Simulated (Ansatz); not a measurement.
A run for Ansatz (a program for electronic structure): R-SVWN5/def2-TZVPP on GeH3ITe (SMILES [GeH3][Te]I), a point of a torsion scan. Elements past Kr take the def2 small-core potentials; no spin–orbit coupling.

Ansatz 0.2 input:
```yaml
crystal:
  periodic: [false, false, false]
  atoms:
    - {symbol: Ge, position_ang: [-0.75587490, 0.02753738, -0.02699818]}
    - {symbol: Te, position_ang: [1.33188016, 1.43680262, 0.03066232]}
    - {symbol: I, position_ang: [2.71636125, 0.01496848, -1.77997695]}
    - {symbol: H, position_ang: [-1.07307128, -0.56261417, 1.31449032]}
    - {symbol: H, position_ang: [-1.96240744, 0.83824892, -0.39422046]}
    - {symbol: H, position_ang: [-0.66130267, -1.10124964, -1.00082791]}
basis:
  gaussian:
    orbitals: def2-TZVPP
hamiltonian:
  xc: {name: SVWN5}
scf: {lower_state_search: off}
```

The log:

```
WARN ansatz: RAYON_NUM_THREADS=1 ignored (pool sized by the plan → 1); use --threads N
Functional definition: SVWN5
these checks for a lower state are left out or cut short: stability, starts, cluster_reference, orbital_swaps, neighbouring_geometries, increment
integrals: 0.12 GiB planned
1288 factors; their error is unknown
mean field: 0.74 GiB planned
mean field evaluation 1: about -71853.8175 eV, gradient 3.0e1 eV
mean field evaluation 2: about -71853.8919 eV, gradient 3.1e1 eV
mean field evaluation 4: about -71855.1163 eV, gradient 2.8e0 eV
mean field evaluation 8: about -71855.1291 eV, gradient 8.8e-2 eV
mean field evaluation 16: about -71854.9893 eV, gradient 2.2e-4 eV
mean field -71854.98925333 eV, -2640.6221499987 hartree, gradient 1.8e-6 eV, S^2 0.000000; 0 other end points of the search recorded, 0 dependent functions left out
reference -71854.98929038 eV, -2640.6221513605 hartree; 42, 42 occupied and 148, 148 virtual orbitals, 1288 factors
Total energy: -71854.98929038 eV, -2640.6221513605 hartree
Checks for a lower state left out: stability, starts, cluster_reference, orbital_swaps, neighbouring_geometries, increment
```

The run converged.

Cost: around 1.5 core-seconds (rough).
